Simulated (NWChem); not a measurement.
System: CH$_{4}$N$_{2}$OSi; SMILES N#CO[SiH2]N

Input file for NWChem:

```
start job
memory heap 200 mb stack 900 mb global 1100 mb
geometry units angstroms noautosym nocenter noautoz
  N      0.253619     2.864924     0.196696
  C     -0.099427     1.757810     0.157239
  O     -0.514493     0.551645     0.117973
  Si     0.460040    -0.866436    -0.110673
  N     -0.518869    -2.251374    -0.097562
  H      1.100481    -0.694766    -1.437447
  H      1.403008    -0.885614     1.034062
  H     -0.872819    -2.649828     0.764141
  H     -1.077099    -2.521217    -0.898901
end
basis spherical
  * library 6-31g*
end
dft
  xc m05-2x
  iterations 150
end
cosmo
  do_cosmo_smd true
  solvent clbenzen
end
task dft energy
```

Output (shortened):

```
             Northwest Computational Chemistry Package (NWChem) 7.3.0
             --------------------------------------------------------

                             Geometry "geometry" -> ""
                             -------------------------

 Output coordinates in angstroms (scale by  1.889725989 to convert to a.u.)

  No.       Tag          Charge          X              Y              Z
 ---- ---------------- ---------- -------------- -------------- --------------
    1 N                    7.0000     0.25361900     2.86492400     0.19669600
    2 C                    6.0000    -0.09942700     1.75781000     0.15723900
    3 O                    8.0000    -0.51449300     0.55164500     0.11797300
    4 Si                  14.0000     0.46004000    -0.86643600    -0.11067300
    5 N                    7.0000    -0.51886900    -2.25137400    -0.09756200
    6 H                    1.0000     1.10048100    -0.69476600    -1.43744700
    7 H                    1.0000     1.40300800    -0.88561400     1.03406200
    8 H                    1.0000    -0.87281900    -2.64982800     0.76414100
    9 H                    1.0000    -1.07709900    -2.52121700    -0.89890100

 Effective nuclear repulsion energy (a.u.)     207.2216510279

                                 NWChem DFT Module
                                 -----------------

 Summary of "ao basis" -> "ao basis" (spherical)
 ------------------------------------------------------------------------------
       Tag                 Description            Shells   Functions and Types
 ---------------- ------------------------------  ------  ---------------------
 N                           6-31g*                  6       14   3s2p1d
 C                           6-31g*                  6       14   3s2p1d
 O                           6-31g*                  6       14   3s2p1d
 Si                          6-31g*                  8       18   4s3p1d
 H                           6-31g*                  2        2   2s

 in cosmo_initialize ...
 calling solv_data for solv:clbenzen

 solvent parameters
 solvname_short: clbenzen
 solvname_long:  chlorobenzene
 dielec:        5.6968
 dielecinf:     2.3229
 nonaqueous SMD model solvent descriptors
 dielec:        5.6968
 sola:          0.0000
 solb:          0.0700
 solc:          0.8570
 solg:         47.4800
 solh:          0.1430
 soln:          1.5241

          ---------------
          -cosmo- solvent
          ---------------
 Cosmo: York-Karplus, doi: 10.1021/jp992097l
 dielectric constant -eps-     =   5.70
 screen = (eps-1)/(eps    )    =   0.82446
 surface charge correction     = lagrangian

   van der Waals surface
 --------------------------

 ---------- ATOMIC COORDINATES (A.U.) ------------ VDWR(ANG.) --
     1    0.47927042    5.41392134    0.37170154     1.890
     2   -0.18788979    3.32177924    0.29713862     1.850
     3   -0.97225079    1.04245789    0.22293664     2.294
     4    0.86934954   -1.63732663   -0.20914164     2.470
     5   -0.98052023   -4.25447996   -0.18436545     1.890
     6    2.07960755   -1.31291737   -2.71638095     1.200
     7    2.65130068   -1.67356779    1.95409384     1.200
     8   -1.64938875   -5.00744884    1.44401711     1.200
     9   -2.03542197   -4.76440929   -1.69867658     1.200
 number of segments per atom =        128
 number of   points per atom =        128
 atom (   nspa,  nppa )
 ----------------------
    1 (     94,     0 )       0
    2 (     31,     0 )       0
    3 (     65,     0 )       0
    4 (     72,     0 )       0
    5 (     57,     0 )       0
    6 (     33,     0 )       0
    7 (     33,     0 )       0
    8 (     43,     0 )       0
    9 (     47,     0 )       0
 number of -cosmo- surface points =      475
 molecular surface =    132.688 angstrom**2
 molecular volume  =    120.127 angstrom**3
 -lineq- algorithm             =   0
 -bem- low  level              =   3
 -bem- from -octahedral-
 gaussian surface charge width =   4.50000
 degree of switching           =   1.00000
 switching function tolerance  =   0.00010
 atomic radii =
 --------------
    1  7.000  1.890
    2  6.000  1.850
    3  8.000  2.294
    4 14.000  2.470
    5  7.000  1.890
    6  1.000  1.200
    7  1.000  1.200
    8  1.000  1.200
    9  1.000  1.200
 ...... end of -cosmo- initialization ......

[...]

                                COSMO-SMD solvation results
                                ---------------------------

             internal energy in gas <Psi(g)|H|Psi(g)> =      -514.692793292895
         internal energy in solvent <Psi(s)|H|Psi(s)> =      -514.691095718034
                               delta internal energy  =         0.001697574861 (    1.07 kcal/mol)
   total free energy in solvent <Psi(s)|H+V/2|Psi(s)> =      -514.706647138655
 polarization energy contribution <Psi(s)|V/2|Psi(s)> =        -0.015551420621 (   -9.76 kcal/mol)
    total free energy in solvent including G(SMD-CDS) =      -514.702436747241
                       G(SMD-CDS) energy contribution =         0.004210391413 (    2.64 kcal/mol)
     1 M fixed-concentration free energy of solvation =        -0.009643454347 (   -6.05 kcal/mol)

                       DFT Final Molecular Orbital Analysis
                       ------------------------------------

 Vector   21  Occ=2.000000D+00  E=-3.799947D-01
              MO Center= -7.3D-03,  1.9D+00,  1.5D-01, r^2= 2.4D+00
   Bfn.  Coefficient  Atom+Function         Bfn.  Coefficient  Atom+Function
  ----- ------------  ---------------      ----- ------------  ---------------
     3      0.402724  1 N  px                31     -0.308558  3 O  px
    17      0.298155  2 C  px                 7      0.268286  1 N  px
    35     -0.246825  3 O  px                21      0.152490  2 C  px
     4     -0.145120  1 N  py                 8     -0.096865  1 N  py
    49      0.094914  4 Si px                50     -0.091668  4 Si py

 Vector   22  Occ=2.000000D+00  E=-3.655337D-01
              MO Center=  9.8D-02,  1.6D+00,  1.2D-01, r^2= 2.8D+00
   Bfn.  Coefficient  Atom+Function         Bfn.  Coefficient  Atom+Function
  ----- ------------  ---------------      ----- ------------  ---------------
     5      0.410144  1 N  pz                33     -0.362128  3 O  pz
    37     -0.304871  3 O  pz                 9      0.277170  1 N  pz
    19      0.248604  2 C  pz                23      0.146740  2 C  pz
    76     -0.142265  6 H  s                 78      0.142793  7 H  s
    51      0.100441  4 Si pz                75     -0.090021  6 H  s

 Vector   23  Occ=2.000000D+00  E=-3.516291D-01
              MO Center= -3.9D-01, -2.0D+00, -9.8D-02, r^2= 1.7D+00
   Bfn.  Coefficient  Atom+Function         Bfn.  Coefficient  Atom+Function
  ----- ------------  ---------------      ----- ------------  ---------------
    63      0.407846  5 N  px                64     -0.359335  5 N  py
    67      0.351283  5 N  px                68     -0.320353  5 N  py
    54     -0.099866  4 Si py                32     -0.083164  3 O  py
    36     -0.083025  3 O  py                65     -0.077912  5 N  pz
    66      0.078267  5 N  s                 34      0.076054  3 O  s

 Vector   24  Occ=0.000000D+00  E= 6.606216D-02
              MO Center=  6.8D-01, -5.2D-01, -1.1D-01, r^2= 4.6D+00
   Bfn.  Coefficient  Atom+Function         Bfn.  Coefficient  Atom+Function
  ----- ------------  ---------------      ----- ------------  ---------------
    54      1.151538  4 Si py                 6     -0.631350  1 N  s
    22      0.501190  2 C  py                66      0.456186  5 N  s
    20      0.446050  2 C  s                 34     -0.392942  3 O  s
    50      0.296957  4 Si py                52      0.270941  4 Si s
    67      0.266216  5 N  px                 8      0.259075  1 N  py

 Vector   25  Occ=0.000000D+00  E= 8.121747D-02
              MO Center= -1.6D-03, -7.9D-01, -4.8D-02, r^2= 5.1D+00
   Bfn.  Coefficient  Atom+Function         Bfn.  Coefficient  Atom+Function
  ----- ------------  ---------------      ----- ------------  ---------------
    53      0.996642  4 Si px                66      0.941865  5 N  s
    34      0.357391  3 O  s                 54      0.341387  4 Si py
    52     -0.329436  4 Si s                 49      0.291654  4 Si px
    20     -0.265544  2 C  s                 76     -0.248556  6 H  s
    78     -0.248524  7 H  s                 68      0.228624  5 N  py

 Vector   26  Occ=0.000000D+00  E= 1.171942D-01
              MO Center=  3.8D-02,  1.4D+00,  1.2D-01, r^2= 3.9D+00
   Bfn.  Coefficient  Atom+Function         Bfn.  Coefficient  Atom+Function
  ----- ------------  ---------------      ----- ------------  ---------------
    48     -0.587790  4 Si s                 21      0.571744  2 C  px
    52      0.500836  4 Si s                  7     -0.480083  1 N  px
    17      0.432056  2 C  px                66     -0.423662  5 N  s
     3     -0.359504  1 N  px                53     -0.284539  4 Si px
     8      0.235999  1 N  py                50     -0.201735  4 Si py

     Multipole analysis of the density
     ---------------------------------

     L   x y z        total         alpha         beta         nuclear
     -   - - -        -----         -----         ----         -------
     0   0 0 0     -0.000000    -23.000000    -23.000000     46.000000

     1   1 0 0     -0.465005     -0.633951     -0.633951      0.802897
     1   0 1 0     -2.692322     -1.698917     -1.698917      0.705512
     1   0 0 1     -0.147708     -0.540228     -0.540228      0.932748

     2   2 0 0    -25.871992    -35.391085    -35.391085     44.910178
     2   1 1 0      1.551439    -12.410749    -12.410749     26.372938
     2   1 0 1      0.213672      0.853996      0.853996     -1.494320
     2   0 2 0    -35.524692   -266.066105   -266.066105    496.607519
     2   0 1 1     -1.034203    -17.172638    -17.172638     33.311073
     2   0 0 2    -25.154768    -22.033725    -22.033725     18.912682
```

Level: M05-2X/6-31G* (spherical d), SMD on the gas-phase geometry. Structure relaxed at the PBE0/def2-SVP level. Solvent: chlorobenzene.
